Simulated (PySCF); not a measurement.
Pd(Cl)4, SMILES [Pd-2]([Cl])([Cl])([Cl])[Cl] (charge -2), PBE0/def2-SVP optimised geometry.

```
5

Pd     0.00     0.00     0.00
Cl     0.00     2.36     0.00
Cl    -2.36     0.00     0.00
Cl     0.00    -2.36     0.00
Cl     2.36     0.00     0.00
```

Density from PBE0/def2-TZVPD, def2 effective core potentials past Kr (PySCF) at that geometry. The core electrons that the potentials of Pd replace are not part of the density.

Minimum of the electron density along straight lines between bonded atoms, close to the bond critical point (lines longer than 1.1 times the sum of covalent radii, or with two minima, are not listed):

| bond | length / Å | ρ at the minimum / e bohr⁻³ | ∇²ρ there / e bohr⁻⁵ | position (fraction from the first atom) |
|---|---|---|---|---|
| Pd1–Cl2 | 2.364 | 0.076 | 0.22 | 0.48 |
| Pd1–Cl3 | 2.364 | 0.076 | 0.22 | 0.48 |
| Pd1–Cl4 | 2.364 | 0.076 | 0.22 | 0.48 |
| Pd1–Cl5 | 2.364 | 0.076 | 0.22 | 0.48 |
